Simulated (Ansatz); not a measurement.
Isolated molecules relaxed with PBE0-D4/def2-TZVP in Ansatz; ΔE leaves out vibrations. CBS: MP2 limit from def2 TZ/QZ plus the TZ coupled-cluster correction, frozen cores. This one scheme is used for every species. Functionals use def2-TZVPP. B3LYP here is the variant with VWN-RPA as its local correlation; programs differ in this. HSE06 is defined as in plane-wave codes. def2 core potentials past Kr. For Cd outer-core shells are correlated without core-valence functions, which leaves a few kJ/mol of doubt a bond. One conformer a species, not always the lowest.

`C[O][Cd][NH2]` + `O[SiH3]` → `[NH2][Cd][O][SiH3]` + CH₃OH  (ligand exchange at a Cd–O bond)

`C[O][Cd][NH2]`:

```xyz
9

C    -1.738   -1.113    0.082
O    -0.350   -1.271    0.144
Cd    0.894    0.243   -0.002
N     2.137    1.805   -0.153
H    -2.141   -0.480    0.888
H    -2.206   -2.100    0.186
H    -2.087   -0.691   -0.872
H     2.768    1.708   -0.941
H     2.723    1.899    0.670
```

`O[SiH3]`:

Cartesian coordinates in Å:
```
O 0.476 1.181 0.148
Si -0.135 -0.349 0.127
H 0.621 1.616 -0.693
H -1.474 -0.398 -0.524
H -0.250 -0.760 1.544
H 0.761 -1.289 -0.602
```

`[NH2][Cd][O][SiH3]`:

```xyz
9

N    -0.815   -0.384   -2.884
Cd   -0.658   -0.102   -0.912
O    -0.425    0.165    1.016
Si    0.825    0.255    2.042
H    -1.381   -1.197   -3.098
H    -1.267    0.404   -3.336
H     1.735    1.398    1.725
H     0.319    0.441    3.430
H     1.666   -0.981    2.018
```

CH₃OH:

Cartesian coordinates in Å:
```
C -0.019 -0.262 0.240
O -0.500 0.720 -0.649
H -0.890 -0.735 0.695
H 0.594 0.165 1.044
H 0.563 -1.039 -0.270
H 0.251 1.152 -1.060
```

```
             level  ΔE (kJ/mol)  difference from CCSD(T)/CBS
           PBE0-D4        -32.0                          2.5
          B3LYP-D4        -30.7                          3.8
        r2SCAN0-D4        -33.8                          0.7
          HSE06-D4        -31.9                          2.6
             B3LYP        -29.7                          4.8
           r2SCANh        -31.1                          3.4
             HSE06        -31.2                          3.3
             BHLYP        -35.5                         -1.0
           LC-ωPBE        -34.1                          0.4
RPA@PBE/def2-TZVPP        -34.7                         -0.2
       HF/def2-SVP        -44.9                        -10.4
SCS-MP2/def2-TZVPP        -36.6                         -2.1
   CCSD/def2-TZVPP        -36.8                         -2.3
    MP2/def2-QZVPP        -34.7                         -0.2
      HF/CBS(def2)        -42.8                         -8.3
     MP2/CBS(def2)        -34.3                          0.2
       CCSD(T)/CBS        -34.5                            0
```

Largest T1 diagnostic among the species: 0.016.

From BLYP to BHLYP (50 % exact exchange), in def2-TZVPP and without D4, ΔE moves by −10.9 kJ/mol. In def2-TZVPP, CCSD(T) changes the Hartree–Fock value by +7.3 kJ/mol (the triples alone add +1.4 kJ/mol) and MP2 by +7.4 kJ/mol.
